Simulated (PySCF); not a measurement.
C2H6AlF, SMILES [AlH]([F])[CH2]C. Atoms are numbered in the order given.

```xyz
10

Al    -0.4370     0.6833     0.0000
H     -2.0321     0.7688     0.0000
F      0.3668     2.1649     0.0000
C      0.6372    -0.9597     0.0000
C     -0.1556    -2.2769     0.0000
H      1.3203    -0.9080    -0.8789
H      1.3203    -0.9080     0.8789
H     -0.8135    -2.3664     0.8898
H     -0.8135    -2.3664    -0.8898
H      0.5089    -3.1667     0.0000
```

The structure is a stationary point at PBE-D3(BJ)/def2-SVP. The values are those of a single conformer.

These are PBE-D3(BJ)/def2-SVP (PySCF 2.14.0) values and carry that method's errors.

Frequencies are harmonic and unscaled.

| mode | ν (cm⁻¹) | IR (km/mol) | moving atoms (share of kinetic energy) |
|---|---|---|---|
| 1 | 25 | 0.9 | H 34 %, F 24 %, C 24 %, Al 18 % |
| 2 | 127 | 4.0 | C 28 %, F 25 %, Al 24 %, H 23 % |
| 3 | 176 | 2.3 | H 88 %, C 11 % |
| 4 | 267 | 12.8 | C 43 %, F 28 %, Al 15 %, H 15 % |
| 5 | 392 | 45.0 | H 86 %, Al 11 % |
| 6 | 591 | 37.7 | C 47 %, Al 31 %, H 19 % |
| 7 | 607 | 108.2 | H 72 %, C 18 %, Al 10 % |
| 8 | 657 | 121.8 | H 89 % |
| 9 | 831 | 119.0 | F 51 %, Al 45 % |
| 10 | 895 | 6.0 | H 91 % |
| 11 | 930 | 17.9 | H 85 %, C 13 % |
| 12 | 1016 | 19.0 | C 75 %, H 24 % |
| 13 | 1171 | 3.7 | H 60 %, C 39 % |
| 14 | 1196 | 3.3 | H 77 %, C 23 % |
| 15 | 1347 | 5.9 | H 84 %, C 16 % |
| 16 | 1372 | 4.0 | H 90 %, C 10 % |
| 17 | 1422 | 2.8 | H 97 % |
| 18 | 1432 | 6.8 | H 97 % |
| 19 | 1890 | 179.1 | H 96 % |
| 20 | 2952 | 17.9 | H 95 % |
| 21 | 2959 | 31.3 | H 97 % |
| 22 | 2995 | 4.2 | H 91 %, C 9 % |
| 23 | 3036 | 20.3 | H 91 %, C 9 % |
| 24 | 3045 | 22.3 | H 91 %, C 9 % |
